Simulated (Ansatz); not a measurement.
Calculated with Ansatz (gas phase, PBE0-D4/def2-TZVP geometries, no zero-point term in ΔE). CCSD(T)/CBS is the MP2 limit (def2-TZVPP, def2-QZVPP) plus CCSD(T) − MP2 in def2-TZVPP, frozen cores. This one scheme is used for every species. DFT in def2-TZVPP. B3LYP here is the variant with VWN-RPA as its local correlation; programs differ in this. Each species was taken in one conformer, which may not be the lowest.

`FB(S)S` + `NC(N)(F)F` → `NB(F)S` + `NC(F)(F)S`  (formal exchange of groups at a B–S bond)

| level | ΔE (kJ/mol) | difference from CCSD(T)/CBS |
| --- | --- | --- |
| PBE-D4 | -1.6 | 1.0 |
| r2SCAN-D4 | -0.8 | 1.8 |
| B3LYP-D4 | -5.2 | -2.6 |
| ωB97X-V | 0.4 | 3.0 |
| B2PLYP | -2.0 | 0.6 |
| r2SCAN | -0.7 | 1.9 |
| PBE0 | 0.6 | 3.2 |
| HF/def2-TZVPP | -0.3 | 2.3 |
| MP2/def2-TZVPP | 2.7 | 5.3 |
| SCS-MP2/def2-TZVPP | 0.8 | 3.4 |
| CCSD/def2-TZVPP | 1.6 | 4.2 |
| CCSD(T)/def2-TZVPP | 2.2 | 4.8 |
| HF/def2-QZVPP | -1.9 | 0.7 |
| MP2/def2-QZVPP | -0.6 | 2.0 |
| SCS-MP2/def2-QZVPP | -2.4 | 0.2 |
| CCSD/CBS(def2) | -3.2 | -0.6 |
| CCSD(T)/CBS | -2.6 | 0 |

Largest T1 diagnostic among the species: 0.013.
